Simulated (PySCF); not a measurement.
Species: (H2In-mu-PH2)2.
Bonds: In1–P4, In1–P8, P4–In5, In5–P8. Hydrogens: H2, H3 on In1; H9, H10 on P4; H6, H7 on In5; H11, H12 on P8.

Method: PBE0-D3(BJ)/def2-SVP geometry optimisation, gas phase, def2 core potentials past Kr (PySCF 2.14.0); density fitting, grid level 1; the optimiser is geomeTRIC in internal coordinates, started from a GFN2-xTB structure with every atom displaced at random (about 0.03 Å).

Step 0: E = -29042.4904 eV
```
atom  x, y, z in Å  |  force x, y, z in eV/Å
In1    -1.7249   -0.2537   -0.8651   -0.394   1.214  -0.123
H2     -2.6406    1.2549   -1.1883    0.409  -0.491   0.145
H3     -2.3623   -1.7577   -1.2717   -0.034  -0.550  -0.062
P4     -0.6550   -0.1045    1.5443   -1.685   0.080   1.410
In5     1.7768    0.1682    0.8459    0.576   0.750   0.081
H6      2.6115   -1.2408    1.1814    0.316  -0.639   0.060
H7      2.3274    1.7574    1.2410   -0.060   0.008  -0.057
P8      0.8016    0.1283   -1.5711   -1.116  -1.168   2.185
H9     -1.2899    0.8406    2.4803    0.597  -0.309  -0.926
H10    -1.0452   -1.2092    2.3844    0.425   0.059  -0.464
H11     1.0238    1.1767   -2.3455    0.403   2.173  -1.437
H12     1.2923   -0.8429   -2.3846    0.564  -1.125  -0.813
```

Q: Estimate the geometry and energy of step 1. (The exact step hangs on the optimiser's Hessian estimate; all steps are aligned on step 0, rigid shifts and turns removed.)

A: E = -29042.8331 eV, largest force 0.460 eV/Å
```
atom  x, y, z in Å  |  force x, y, z in eV/Å
In1    -1.7562   -0.2228   -0.8559   -0.144  -0.055  -0.115
H2     -2.6071    1.2347   -1.1657   -0.027   0.179  -0.005
H3     -2.3849   -1.7838   -1.2683    0.178   0.027   0.081
P4     -0.7077   -0.1032    1.5624   -0.372  -0.238   0.129
In5     1.8042    0.1846    0.8720    0.409  -0.027   0.148
H6      2.6718   -1.2855    1.1951   -0.131   0.094  -0.067
H7      2.3448    1.7805    1.2415   -0.052   0.012  -0.013
P8      0.7816    0.1265   -1.5501   -0.111  -0.144  -0.065
H9     -1.2980    0.8542    2.4202    0.057   0.228  -0.079
H10    -1.0445   -1.2272    2.3606    0.166  -0.107  -0.091
H11     1.0178    1.2587   -2.3726    0.011  -0.042   0.046
H12     1.2937   -0.8995   -2.3882    0.015   0.074   0.032
```

The energy changes by -0.3427 eV. The first-order estimate −F·Δx gives -0.6920 eV and the mean of the old and new forces, exact on a quadratic surface, -0.3555 eV. The step makes an angle of 43° with the force vector and moves no atom by more than 0.087 Å.

The cost below is that of the whole optimisation. Hardware: an Arm Neoverse V1 with one thread, on a shared host. Cost: 70 s of wall time, 0.53 GiB resident at most.
